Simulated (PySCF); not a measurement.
The dipole of `O=C(F)c1ccccc1C(F)(F)F` from its density and from atomic charges.

Coordinates (GFN2-xTB, Å) and charges (e) from the PBE0/pcSseg-1 density (PySCF):

```tsv
atom	x	y	z	Mulliken	IAO	Hirshfeld	ESP-fitted
O1	-2.753	1.066	-0.072	-0.3271	-0.3591	-0.2096	-0.4040
C2	-1.671	1.444	0.207	+0.7114	+0.5975	+0.2264	+0.6260
F3	-1.523	2.735	0.637	-0.2838	-0.2968	-0.0875	-0.2499
C4	-0.372	0.748	0.178	-0.2996	-0.0723	-0.0189	-0.0017
C5	0.783	1.431	0.560	+0.0214	-0.1182	-0.0303	-0.1966
C6	2.016	0.806	0.545	-0.0370	-0.1372	-0.0296	-0.0798
C7	2.115	-0.515	0.146	-0.0378	-0.1210	-0.0205	-0.1572
C8	0.979	-1.211	-0.237	+0.0020	-0.1367	-0.0394	-0.0671
C9	-0.262	-0.593	-0.225	-0.3400	-0.0374	-0.0201	-0.0842
C10	-1.470	-1.397	-0.652	+0.9717	+0.8046	+0.2593	+0.4553
F11	-2.079	-0.884	-1.727	-0.2607	-0.2677	-0.0907	-0.1499
F12	-2.377	-1.523	0.324	-0.2608	-0.2678	-0.0907	-0.1505
F13	-1.132	-2.654	-0.994	-0.2772	-0.2853	-0.0847	-0.1764
H14	0.708	2.461	0.871	+0.1011	+0.1820	+0.0544	+0.1805
H15	2.898	1.351	0.845	+0.1071	+0.1678	+0.0635	+0.1464
H16	3.073	-1.012	0.132	+0.1084	+0.1686	+0.0649	+0.1602
H17	1.059	-2.241	-0.548	+0.1007	+0.1790	+0.0532	+0.1489
```

Q: Compute μ = Σ q r for each scheme (1 e·Å = 4.803 D) and compare with the dipole of the full density.

A: The full density gives (5.54, -0.02, 0.80) D, 5.59 D in size; dipole vectors point from the negative to the positive end.

| scheme | μx | μy | μz | size (D) | share of the full size (%) | angle to the full dipole (°) |
| --- | --- | --- | --- | --- | --- | --- |
| Mulliken | 5.17 | -0.18 | 0.69 | 5.22 | 93 | 2 |
| IAO | 6.61 | -0.17 | 0.91 | 6.67 | 119 | 1 |
| Hirshfeld | 3.73 | -0.15 | 0.50 | 3.76 | 67 | 2 |
| ESP-fitted | 5.56 | -0.02 | 0.80 | 5.62 | 100 | 0 |

Q: Which set comes closest?

A: Length of the difference vector: ESP-fitted 0.02 D, Mulliken 0.41 D, IAO 1.09 D, Hirshfeld 1.84 D. Closest: ESP-fitted. The schemes that divide the density aren't constrained to reproduce the dipole.

Q: What is left for the Hirshfeld atoms' own dipoles?

A: The Hirshfeld atoms' densities add up to the full density, so μ = Σ q r + Σ (atomic dipoles). The atomic dipoles sum to (5.54, -0.02, 0.80) − (3.73, -0.15, 0.50) = (1.81, 0.13, 0.30) D, 1.84 D in size.

Q: With the origin at the mean of the coordinates, (0.000, 0.001, -0.001) Å, which are the largest single terms, by size, of the Hirshfeld dipole along the direction of the full one?

A: O1 +2.76, C10 -1.92, C2 -1.77, F11 +1.00, F12 +1.00 D; all 17 atoms together +3.76 D. The single terms depend on the origin, their sum doesn't.

Q: Give the size of the full dipole in other units.

A: 5.59 D = 2.201 au = 1.165 e·Å = 18.66 × 10⁻³⁰ C·m.

The structure is a single GFN2-xTB conformer in the gas phase; no vibrational or solvent corrections.

These values come from a run that also computed NMR shieldings. Cost: about 2.5 min of CPU time on one thread; the machine was shared, so the figure is rough.

Shape of the structure used: `[O:1]=[C:2]([F:3])[c:4]1[cH:5][cH:6][cH:7][cH:8][c:9]1[C:10]([F:11])([F:12])[F:13]`: O1–C2–C4–C5 180°, C8–C9–C10–F11 -119°.
